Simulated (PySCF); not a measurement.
# Correlation energy of F³⁺ (fluorine, charge +3)

[He] 2s2 2p2, high-spin 3P determinant. Computed with PySCF 2.14 in aug-cc-pwCVTZ (7s6p4d2f, 59 functions), with no relativity, point nucleus. Frozen: nothing; 6 electrons correlated.

MP2 pair energies summed by pair of shells (mhartree):

```csv
pair,energy,share (%)
2s-2p,-50.14,37.5
1s-1s,-33.44,25.0
2s-2s,-25.09,18.8
1s-2p,-9.43,7.1
2p-2p,-8.07,6.0
1s-2s,-7.37,5.5
```

Total MP2 correlation energy: -133.55 mhartree.

Same-spin part -20.22 and opposite-spin part -113.33 mhartree; SCS-MP2 scales them by 1/3 and 6/5 to -142.74 mhartree.
